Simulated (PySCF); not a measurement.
# One molecule, several mistakes: CGeH4OSi

Calculated results; nothing here was measured. The program is PySCF 2.14.0, an open-source quantum chemistry code, run on an isolated molecule that a program drew, which may never have been made. The molecule is CGeH4OSi (charge 0, singlet), drawn as the SMILES string `[CH2]=[GeH][Si]O`.

Each row is a Hartree-Fock (HF) and frozen-core CCSD(T) single point in the cc-pV(D+d)Z basis, meant for a local HF minimum. Run 1 is clean. Each other run has one planted mistake out of seven kinds, and not every kind appears here: one electron removed, one electron added, multiplicity raised by two, geometry at a saddle point, minimal basis STO-3G, one bond length entered in bohr, all coordinates scaled. The reference is restricted for singlets and unrestricted otherwise, and also for a bond in bohr. Adding or removing an electron swaps singlet and doublet. Electrons count all cores. HOMO and LUMO are orbital energies over both spins, the gradient is its largest component, and the lowest frequency (negative if imaginary) is given only where the gradient is small. Bond lengths are over the 7 bonds as drawn. T1 is the CCSD diagnostic: over 0.02 (restricted) or 0.045 (unrestricted) a single reference is doubtful. Germanium has the cc-pVDZ-PP basis, with a core potential (ECP10MDF) in place of its 10 inner electrons, and its 3s, 3p and 3d shells are frozen in CCSD(T).

Geometry of the clean run:
```xyz
8
CGeH4OSi, angstrom
C    -0.0580    1.3844    0.8606
Ge    0.3289   -0.2409    0.2429
Si    0.9914   -2.0775    1.7754
O     1.3890   -1.1587    3.0821
H    -0.3817    2.1992    0.2220
H     0.0006    1.6280    1.9165
H     0.1528   -0.4447   -1.2651
H     1.3789   -0.2116    3.0833
```

| run | electrons | basis functions | <S^2> | HOMO (eV) | LUMO (eV) | gradient (hartree/bohr) | lowest frequency (cm^-1) | mean bond (Å) | longest bond (Å) | T1 | HF (hartree) | CCSD(T) (hartree) | mistake |
|---|---|---|---|---|---|---|---|---|---|---|---|---|---|
| 1 | 64 | 94 | 0.000 | -8.18 | 0.41 | 1.7e-05 | 47 | 1.5083 | 2.482 | 0.0177 | -697.31647 | -697.88136 | no fault |
| 2 | 64 | 94 | 2.383 | -7.45 | -0.31 | 4.3e-02 | - | 1.5083 | 2.482 | 0.0510 | -697.27887 | -697.81211 | multiplicity raised by two |
| 3 | 64 | 94 | 1.402 | -7.95 | 0.40 | 3.7e-02 | - | 1.6287 | 2.482 | 0.0826 | -697.19655 | -697.75217 | ? |
| 4 | 63 | 94 | 1.039 | -14.05 | -6.19 | 5.5e-02 | - | 1.5083 | 2.482 | 0.0479 | -697.06953 | -697.58144 | ? |

**Which mistake was planted in run 3, and what did it cost?**

The mean bond changes by a factor of 1.080 and the longest by 1.000, so the molecule wasn't scaled as a whole. A length L in bohr read as angstrom grows by (1/0.5292 - 1) L = 0.890 L. The 7 bonds together grew by 7 x 0.1204 = 0.843 Å, which gives L = 0.947 Å. That is bond O4-H8, 0.947 Å in the clean geometry. So the mistake is: one bond length entered in bohr. Subtracting run 1 and multiplying by 627.51 kcal/mol a hartree, the energy moved by 75.3 kcal/mol in HF and 81.1 kcal/mol in CCSD(T).

**Which mistake was planted in run 4, and what did it cost?**

It counts 63 electrons, one fewer than the clean run, at the same geometry and basis. So the mistake is: one electron removed. Subtracting run 1 and multiplying by 627.51 kcal/mol a hartree, the energy moved by 155.0 kcal/mol in HF and 188.2 kcal/mol in CCSD(T).

Cautions from the logs. Run 2: T1 is over the limit, so its CCSD(T) energy is less reliable; run 3: T1 is over the limit, so its CCSD(T) energy is less reliable; run 4: T1 is over the limit, so its CCSD(T) energy is less reliable.
